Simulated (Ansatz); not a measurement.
A run for Ansatz (a program for electronic structure): U-wB97X-V/def2-TZVPP on InCl, a point of a bond scan (R = 3.295 Å). Elements past Kr take the def2 small-core potentials; no spin–orbit coupling.

Ansatz 0.2 input:
```yaml
crystal:
  periodic: [false, false, false]
  atoms:
    - {symbol: In, position_ang: [-0.00000000, -0.00000000, -0.62874031]}
    - {symbol: Cl, position_ang: [0.00000000, 0.00000000, 2.66659859]}
basis:
  gaussian:
    orbitals: def2-TZVPP
hamiltonian:
  xc: {name: wB97X-V}
magnetization: {spin_polarized: true, initial_magnetization: 0}
```

Q: Give the final energy of this run.

A: -650.2822 hartree.
